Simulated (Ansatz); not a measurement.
System: sum formula ZnHS, charge 0, multiplicity 2. The spin state was set by rule; other spins were not relaxed. 
Geometry from a B3LYP-D3(BJ)/def2-TZVP (Ansatz, an electronic-structure program) optimisation:
```
S
H 1 1.3462
Zn 1 2.2848 2 91.44
```
Charge 0, spin multiplicity 2.

Total electronic energies in hartree. Valence correlation only, unless marked. Open shells are spin-unrestricted. No spin-orbit coupling. The frozen core is the preceding noble-gas configuration, with the filled d and f shells of earlier blocks. Non-relativistic. Basis-set limits of correlation are two-point, X^-3; Hartree-Fock from the larger set. [CCSD(T)-MP2]/basis is that difference in the basis named. The program attaches cautions to a run behind MP2/STO-3G: other amplitudes. The program attaches cautions to a run behind SCS-MP2/STO-3G: other amplitudes.

```tsv
level	program	energy (Eh)
HF/6-31G	Ansatz	-2175.56012
HF/def2-QZVPP	Ansatz	-2175.99517
r2SCAN0-D4/def2-TZVPD	Ansatz + dftd4	-2178.11445
CAM-B3LYP/def2-TZVPD	Ansatz	___
B2GP-PLYP-D4/def2-TZVPD	Ansatz + dftd4	-2177.59868
RPA@PBE/def2-TZVPP	Ansatz	-2176.80728
RPA@PBE/def2-QZVPP	Ansatz	-2176.94074
MP2/STO-3G	Ansatz	-2151.27482
MP2/def2-SVP	Ansatz	-2175.96506
SCS-MP2/STO-3G	Ansatz	-2151.27914
SCS-MP2/6-31G	Ansatz	-2175.79218
SCS-MP2/def2-SVPD	Ansatz	-2175.96141
CCSD/def2-TZVPP	Ansatz	-2176.57528
CCSD(T)/def2-TZVPPD	Ansatz	-2176.60048
RI-MP2/CBS(def2-TZVPPD,def2-QZVPPD)+[CCSD(T)-MP2]/def2-TZVPPD	Ansatz	-2176.7369
```

Task: Complete the blanks.

Result: 
- CAM-B3LYP/def2-TZVPD, energy (Eh): -2178.31849
